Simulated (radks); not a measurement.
The germanium ion Ge24+, configuration 1s1.75 2s2 2p4.25 (fractional occupations, a model configuration). Method: scalar-relativistic Kohn-Sham, PBE, spin-polarised, spherical densities, finite nucleus; open shells are filled with parallel spins first; Fermi nuclear charge, rms radius 4.0742 fm; computed with a radial shooting solver on a logarithmic mesh with Libxc functionals.

Unscreened Slater integrals over Kohn-Sham orbitals (eV). They are taken over the spin-up orbitals.

integral    value
F0(2p,2p)  143.01
F2(2p,2p)  68.200
F0(2p,2s)  130.45
G1(2p,2s)  73.867
F0(2p,1s)  194.08
G1(2p,1s)  36.033
F0(2s,2s)  122.54
F0(2s,1s)  171.88
G0(2s,1s)  16.745
F0(1s,1s)  547.20

Derived for the open shells (J is the average intra-shell exchange parameter used in DFT+U). 2p: J = F2/5 = 13.64 eV.
